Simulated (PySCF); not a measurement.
Isomers of C8H12OSi.

All values: PBE0/pcSseg-1 (PySCF) at GFN2-xTB geometries, gas phase, one conformer each.

Question: Rank by LUMO energy, lowest first.
A. `[CH2:1]=[C:2]1[CH:3]=[CH:4][O:5][Si@H:6]1[CH:7]1[CH2:8][CH2:9][CH2:10]1` with O5–Si6–C7–C8 -57°, C1–C2–C3–C4 180°, C3–C4–O5–Si6 2°, C4–O5–Si6–C7 -122°, Si6–C7–C8–C9 134°
B. `[SiH3:1][c:2]1[cH:3][c:4]([CH:5]2[CH2:6][CH2:7][CH2:8]2)[cH:9][o:10]1` with C3–C4–C5–C6 51°, C4–C5–C6–C7 -129°, C5–C6–C7–C8 9°, C6–C7–C8–C5 -9°, C4–C5–C8–C7 129°
C. `[CH3:1][C:2]#[C:3][C@@:4]1([SiH3:5])[CH2:6][C@H:7]1[C:8]([CH3:9])=[O:10]` with C6–C7–C8–C9 -162°
D. `[CH2:1]=[CH:2][CH2:3][CH2:4][C:5]1=[CH:6][C:7](=[O:8])[SiH2:9][CH2:10]1` with C1–C2–C3–C4 -123°, C2–C3–C4–C5 57°, C3–C4–C5–C6 -111°
E. `[CH3:1][C:2]#[C:3][C:4](=[O:5])/[CH:6]=[CH:7]/[SiH:8]([CH3:9])[CH3:10]` with C3–C4–C6–C7 180°, C6–C7–Si8–C9 121°

Answer: E (-2.19 eV), D (-1.55 eV), A (-0.73 eV), C (-0.49 eV), B (-0.10 eV).

Question: Rank by the highest Hirshfeld charge on any atom, highest value first.
A. `[SiH3:1][c:2]1[cH:3][c:4]([CH:5]2[CH2:6][CH2:7][CH2:8]2)[cH:9][o:10]1` with C3–C4–C5–C6 51°, C4–C5–C6–C7 -129°, C5–C6–C7–C8 9°, C6–C7–C8–C5 -9°, C4–C5–C8–C7 129°
B. `[CH2:1]=[C:2]1[CH:3]=[CH:4][O:5][Si@H:6]1[CH:7]1[CH2:8][CH2:9][CH2:10]1` with O5–Si6–C7–C8 -57°, C1–C2–C3–C4 180°, C3–C4–O5–Si6 2°, C4–O5–Si6–C7 -122°, Si6–C7–C8–C9 134°
C. `[cH:1]1[cH:2][o:3][c:4]([SiH:5]2[CH2:6][CH2:7][CH2:8][CH2:9]2)[cH:10]1` with O3–C4–Si5–C6 171°, C4–Si5–C6–C7 133°, Si5–C6–C7–C8 -39°, C6–C7–C8–C9 52°, C7–C8–C9–Si5 -37°
D. `[CH2:1]=[CH:2][CH2:3][CH2:4][C:5]1=[CH:6][C:7](=[O:8])[SiH2:9][CH2:10]1` with C1–C2–C3–C4 -123°, C2–C3–C4–C5 57°, C3–C4–C5–C6 -111°
E. `[CH3:1][C:2]#[C:3][C@@:4]1([SiH3:5])[CH2:6][C@H:7]1[C:8]([CH3:9])=[O:10]` with C6–C7–C8–C9 -162°
F. `[CH3:1][C:2]#[C:3][C:4](=[O:5])/[CH:6]=[CH:7]/[SiH:8]([CH3:9])[CH3:10]` with C3–C4–C6–C7 180°, C6–C7–Si8–C9 121°

Answer: B (+0.421 e), F (+0.385 e), C (+0.359 e), D (+0.337 e), E (+0.321 e), A (+0.311 e).

Question: Rank by the lowest Hirshfeld charge on any atom, highest value first.
A. `[CH2:1]=[CH:2][CH2:3][CH2:4][C:5]1=[CH:6][C:7](=[O:8])[SiH2:9][CH2:10]1` with C1–C2–C3–C4 -123°, C2–C3–C4–C5 57°, C3–C4–C5–C6 -111°
B. `[CH3:1][C:2]#[C:3][C:4](=[O:5])/[CH:6]=[CH:7]/[SiH:8]([CH3:9])[CH3:10]` with C3–C4–C6–C7 180°, C6–C7–Si8–C9 121°
C. `[CH3:1][SiH2:2][c:3]1[cH:4][cH:5][c:6]([CH:7]2[CH2:8][CH2:9]2)[o:10]1` with C1–Si2–C3–C4 17°, C5–C6–C7–C8 151°
D. `[cH:1]1[cH:2][o:3][c:4]([SiH:5]2[CH2:6][CH2:7][CH2:8][CH2:9]2)[cH:10]1` with O3–C4–Si5–C6 171°, C4–Si5–C6–C7 133°, Si5–C6–C7–C8 -39°, C6–C7–C8–C9 52°, C7–C8–C9–Si5 -37°
E. `[SiH3:1][c:2]1[cH:3][c:4]([CH:5]2[CH2:6][CH2:7][CH2:8]2)[cH:9][o:10]1` with C3–C4–C5–C6 51°, C4–C5–C6–C7 -129°, C5–C6–C7–C8 9°, C6–C7–C8–C5 -9°, C4–C5–C8–C7 129°

Answer: E (-0.086 e), D (-0.164 e), C (-0.210 e), B (-0.230 e), A (-0.251 e).

All values together:

```csv
SMILES,μ (D),HOMO (eV),LUMO (eV),lowest IAO charge (e),highest IAO charge (e),lowest Hirshfeld charge (e),highest Hirshfeld charge (e)
C=CCc1ccc([SiH2]C)o1,0.91,-6.34,-0.19,-0.718 (C),+0.777 (Si),-0.210 (C),+0.338 (Si)
CC#CC(=O)/C=C/[SiH](C)C,3.10,-7.54,-2.19,-0.719 (C),+0.930 (Si),-0.230 (O),+0.385 (Si)
C[SiH2]c1ccc(C2CC2)o1,0.93,-6.07,0.02,-0.718 (C),+0.778 (Si),-0.210 (C),+0.336 (Si)
CC#C[C@@]1([SiH3])C[C@H]1C(C)=O,2.03,-6.81,-0.49,-0.476 (C),+0.631 (Si),-0.229 (O),+0.321 (Si)
C=CCCC1=CC(=O)[SiH2]C1,4.32,-6.41,-1.55,-0.555 (C),+0.682 (Si),-0.251 (O),+0.337 (Si)
[SiH3]c1cc(C2CCC2)co1,1.20,-6.51,-0.10,-0.269 (C),+0.617 (Si),-0.086 (C),+0.311 (Si)
C=C1C=CO[Si@H]1C1CCC1,1.01,-6.09,-0.73,-0.594 (O),+1.100 (Si),-0.210 (O),+0.421 (Si)
c1coc([SiH]2CCCC2)c1,0.88,-6.58,-0.12,-0.548 (C),+0.887 (Si),-0.164 (C),+0.359 (Si)
```

Conformers: `[CH2:1]=[CH:2][CH2:3][c:4]1[cH:5][cH:6][c:7]([SiH2:8][CH3:9])[o:10]1` with C1–C2–C3–C4 -119°, C2–C3–C4–C5 87°, C6–C7–Si8–C9 -27°; `[CH3:1][C:2]#[C:3][C:4](=[O:5])/[CH:6]=[CH:7]/[SiH:8]([CH3:9])[CH3:10]` with C3–C4–C6–C7 180°, C6–C7–Si8–C9 121°; `[CH3:1][SiH2:2][c:3]1[cH:4][cH:5][c:6]([CH:7]2[CH2:8][CH2:9]2)[o:10]1` with C1–Si2–C3–C4 17°, C5–C6–C7–C8 151°; `[CH3:1][C:2]#[C:3][C@@:4]1([SiH3:5])[CH2:6][C@H:7]1[C:8]([CH3:9])=[O:10]` with C6–C7–C8–C9 -162°; `[CH2:1]=[CH:2][CH2:3][CH2:4][C:5]1=[CH:6][C:7](=[O:8])[SiH2:9][CH2:10]1` with C1–C2–C3–C4 -123°, C2–C3–C4–C5 57°, C3–C4–C5–C6 -111°; `[SiH3:1][c:2]1[cH:3][c:4]([CH:5]2[CH2:6][CH2:7][CH2:8]2)[cH:9][o:10]1` with C3–C4–C5–C6 51°, C4–C5–C6–C7 -129°, C5–C6–C7–C8 9°, C6–C7–C8–C5 -9°, C4–C5–C8–C7 129°; `[CH2:1]=[C:2]1[CH:3]=[CH:4][O:5][Si@H:6]1[CH:7]1[CH2:8][CH2:9][CH2:10]1` with O5–Si6–C7–C8 -57°, C1–C2–C3–C4 180°, C3–C4–O5–Si6 2°, C4–O5–Si6–C7 -122°, Si6–C7–C8–C9 134°; `[cH:1]1[cH:2][o:3][c:4]([SiH:5]2[CH2:6][CH2:7][CH2:8][CH2:9]2)[cH:10]1` with O3–C4–Si5–C6 171°, C4–Si5–C6–C7 133°, Si5–C6–C7–C8 -39°, C6–C7–C8–C9 52°, C7–C8–C9–Si5 -37°.
